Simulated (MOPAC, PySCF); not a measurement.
CH4S4, SMILES `S(S)SSC`, neutral singlet in the gas phase. 

Z-matrix (Å, degrees):
```
C
H 1 1.0883
H 1 1.0891 2 110.46
H 1 1.0921 2 109.42 3 120.54
S 1 1.8041 2 110.83 4 116.53
S 5 2.0300 1 102.95 2 68.44
S 6 2.0518 5 108.08 1 -88.02
S 7 2.0499 6 107.72 5 88.23
H 8 1.3465 7 98.32 6 85.19
```
Charge 0, spin multiplicity 1.

All levels are single points at this geometry (PBE0-D3(BJ)/def2-TZVP); Pople sets use spherical d functions. Orbital energies aren't observables, and empty levels follow the basis.

```csv
level,HOMO (eV),LUMO (eV),gap (eV),dipole (D),"vertical IE, Delta-SCF (eV)"
PBE-D3(BJ)/def2-TZVP in PySCF,-5.74,-2.17,3.57,1.93,8.39
PBE0-D3(BJ)/def2-TZVP in PySCF,-6.90,-1.27,5.63,2.00,8.72
B3LYP/3-21G in PySCF,-6.91,-2.03,4.88,2.49,–
B3LYP/6-311+G** in PySCF,-6.82,-1.72,5.10,2.09,–
B3LYP/6-31G* in PySCF,-6.69,-1.58,5.12,2.19,8.78
B3LYP/LANL2DZ in PySCF,-6.92,-2.03,4.89,2.61,–
PBE/6-31G* in PySCF,-5.77,-2.28,3.50,2.24,8.50
SVWN5/6-31G* in PySCF,-5.85,-2.45,3.40,2.32,8.62
HF/3-21G in PySCF,-9.99,1.49,11.48,2.72,–
HF/6-31G* in PySCF,-9.73,2.19,11.92,2.31,8.38
AM1 in MOPAC,-9.14,-2.60,6.54,2.15,–
PM3 in MOPAC,-9.38,-3.10,6.28,2.49,–
PM7 in MOPAC,-8.93,-1.83,7.10,2.05,–
```
